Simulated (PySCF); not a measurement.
## Oxygen: a sound run and one with changed settings

Sound run: O+ [He] 2s2 2p3, O(2+) [He] 2s2 2p2. Computed with PySCF 2.14 in aug-cc-pVDZ-DK, with the spin-free X2C one-electron Hamiltonian (Gaussian nucleus). The sound run starts from symmetry-adapted Hartree-Fock orbitals and uses a fine grid where one is needed.

Changed run: 6 angular points. This setting is unsound on purpose.

```json
{"species": "O+", "method": "UHF", "sound run (hartree)": "-74.40588", "changed run (hartree)": "-74.40588", "converged": "yes"}
{"species": "O+", "method": "M06-2X", "sound run (hartree)": "-74.59985", "changed run (hartree)": "-74.59985", "converged": "yes"}
{"species": "O+", "method": "MN15", "sound run (hartree)": "-74.56104", "changed run (hartree)": "-74.56104", "converged": "yes"}
{"species": "O(2+)", "method": "UHF", "sound run (hartree)": "-73.13623", "changed run (hartree)": "-73.13623", "converged": "yes"}
{"species": "O(2+)", "method": "M06-2X", "sound run (hartree)": "-73.30821", "changed run (hartree)": "-73.30807", "converged": "yes"}
{"species": "O(2+)", "method": "MN15", "sound run (hartree)": "-73.26539", "changed run (hartree)": "-73.24083", "converged": "yes"}
```

Ionisation energy of O+:

```json
{"method": "UHF", "sound run (eV)": "34.549", "changed run (eV)": "34.549"}
{"method": "M06-2X", "sound run (eV)": "35.147", "changed run (eV)": "35.151"}
{"method": "MN15", "sound run (eV)": "35.256", "changed run (eV)": "35.925"}
```

A coarse angular grid integrates products of high-l functions wrongly, so density functionals can shift, and the SCF can exploit the error; Hartree-Fock and MP2 need no grid.

For comparison, NIST gives 35.121 eV between the lowest levels.
